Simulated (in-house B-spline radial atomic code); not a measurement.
Configurations of Cd³⁺, with energies counted from [Kr] 4d9. Method: scalar-relativistic (X2C) PBEsol, spin-polarised, spherical fractional occupations, Fermi nucleus of rms radius 4.6087 fm. Calculated with a B-spline radial code for spherical atoms. Shells without spins written out take the highest spin.

Occupations are held fixed; configurations that lie above the ionisation limit could autoionise.

```tsv
configuration	E - E(ref) (eV)	highest orbital	its <r> (bohr)
[Kr] 4d(4 up, 4 down) 5d(1 up, 0 down)	34.306	5d up	3.507
[Kr] 4d(3 up, 5 down) 5f(0 up, 1 down)	42.956	5f down	6.267
[Ar] 3d10 4s2 4p5 4d9 5p1	79.656	5p up	2.535
[Ar] 3d10 4s2 4p5 4d9 5d1	90.767	5d up	3.473
[Ar] 3d10 4s2 4p(2 up, 3 down) 4d(4 up, 5 down) 4f(1 up, 0 down)	95.736	4f up	3.63
[Ar] 3d10 4s2 4p5 4d9 5f1	100.36	5f up	6.209
```

Problem. Order these further configurations by energy, lowest first.
A. [Ar] 3d10 4s2 4p5 4d9 5s1
B. [Kr] 4d8 5p1
C. [Ar] 3d9 4s2 4p6 4d10
D. [Kr] 4d(4 up, 4 down) 4f(1 up, 0 down)
E. [Ar] 3d9 4s2 4p6 4d9 5p1

Solution. B (22.303 eV), D (39.097 eV), A (70.958 eV), C (394 eV), E (418.76 eV).

Problem. How far above the reference does [Ar] 3d10 4s2 4p5 4d10 lie?

Solution. 56.453 eV; its least bound orbital is 4d down with <r> = 1.191 bohr.

Problem. How far above the reference does [Ar] 3d9 4s2 4p6 4d9 5s1 lie?

Solution. 410.06 eV; its least bound orbital is 5s up with <r> = 2.179 bohr.
